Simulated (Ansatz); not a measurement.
Reactions of `[Cl][Cd][Br]`.

Program: Ansatz. Geometries: PBE0-D4/def2-TZVP. ΔE: electronic, gas phase. CCSD(T)/CBS is the MP2 limit (def2-TZVPP, def2-QZVPP) plus CCSD(T) − MP2 in def2-TZVPP, frozen cores. This one scheme is used for every species. Functionals use def2-TZVPP. B3LYP here is the variant with VWN-RPA as its local correlation; programs differ in this. def2 core potentials past Kr. For Br, Cd outer-core shells are correlated without core-valence functions, which leaves a few kJ/mol of doubt a bond. Scalar relativity is left out up to krypton. One conformer a species, not always the lowest.

```
                                     reaction  CCSD/CBS(def2) (kcal/mol)  r2SCAN-D4 (kcal/mol)  B3LYP-D4 (kcal/mol)  CCSD(T)/CBS(def2) (kcal/mol)
`[Cl][Cd][Br]` + CH₃SH → `C[S][Cd][Cl]` + HBr                       16.0                  14.0                 14.1                          14.9
  `[Cl][Cd][Br]` + H₂S → `[SH][Cd][Cl]` + HBr                       12.9                  11.4                 11.8                          12.2
  `[Cl][Cd][Br]` + HCl → `[Cl][Cd][Cl]` + HBr                        6.2                   5.6                  5.7                           6.1
 `[Cl][Cd][Br]` + CH₄ → `[CH3][Cd][Cl]` + HBr                       38.4                  36.3                 36.4                          37.1
```

Largest T1 diagnostic: 0.013, for `[SH][Cd][Cl]`.
